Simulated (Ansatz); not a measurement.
CH$_{5}$FOSSi (`O[SiH](S)CF`). Charge 0, multiplicity 1.

Z-matrix (Å, degrees):
```
Si
S 1 2.132
C 1 1.891 2 106.9
O 1 1.640 2 113.1 3 123.4
H 1 1.480 2 109.5 3 -118.5
H 2 1.346 1 92.3 3 -28.5
F 3 1.396 1 110.3 2 49.6
H 3 1.095 1 111.0 2 -70.2
H 3 1.095 1 111.1 2 169.2
H 4 0.959 1 117.6 2 -34.2
```

Task: Give the diagnostics of a CCSD(T)/def2-TZVPP run (frozen core, Ansatz 0.2.0). (Estimate.)

Result: Computed: T1 = 0.0116, largest single amplitude 0.010, largest double 0.017, (T) share of the correlation energy 3.6 %, 9 CCSD cycles. The RHF solution is stable towards an unrestricted one. T1 lies under the customary mark of 0.02 for closed shells.
